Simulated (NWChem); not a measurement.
CH$_{5}$FOSi; SMILES OC[SiH2]F

```xyz
9

O      0.6145    -1.8409     0.1939
C     -0.3552    -1.0690    -0.4786
Si    -0.5041     0.6942     0.1695
F      0.8497     1.5379    -0.1488
H      0.3617    -1.9068     1.1207
H     -1.3615    -1.5425    -0.4747
H     -0.0590    -1.0298    -1.5409
H     -1.6482     1.4046    -0.4724
H     -0.6674     0.6557     1.6538
```
Atoms are numbered in this order, from 1.

Results from NWChem. The geometry was optimised at PBE0/def2-SVP. Level SCAN/def2-SVP: energy and gradient on several grids; changes count from the extra-fine grid, which is no exact limit either.

```tsv
grid	size of the energy change (μHa)	largest change of a gradient component (μHa/bohr)	time, medium = 1 (rough)
xcoarse	8000	8000	about 1
coarse	400	1000	about 1
medium	200	700	about 1
fine	100	400	about 1
xfine	< 10	< 30	3
```
